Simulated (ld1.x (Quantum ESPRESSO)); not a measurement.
**Building the RRKJ potential for Be (PBE, scalar-relativistic).**

```
Element                 : Be
Generator               : ld1.x (Quantum ESPRESSO) 7.5
Type                    : norm-conserving RRKJ (Kleinman–Bylander form)
Functional              : PBE
Relativity              : scalar-relativistic
Frozen core             : [He]
Valence charge          : 2
Reference configuration : 2s1 2p0 (charge +1)
Partial waves           : 2s (bound): rc 1.55 bohr; 2p (bound, empty): rc 3.00 bohr; 3d channel at 0.2 Ry: rc 2.85 bohr
Local potential         : the d channel
Core correction         : none
rho0                    : 0.02
```

**Question.** Estimate the cutoffs (Ry, on a coarse ladder) from which the occupation-weighted sum of valence levels, in a spherical-Bessel basis at the reference potential, stays within 10 and 1 mRy of its value at 400 Ry.

**Answer.** 30 Ry and 55 Ry.

**Question.** What does a ghost test show?

**Answer.** No extra level below or beside the all-electron valence levels (s, p, d, f tested).

**Question.** Tests: 2s2 2p0; 2s1.5 2p0; 2s1 2p1; 2s0 2p2; 2s0 2p1. Which has the largest error in its energy relative to the reference configuration, and how large is it?

**Answer.** 2s0 2p2, with +84 meV (all-electron minus pseudo) on -2.30 eV.
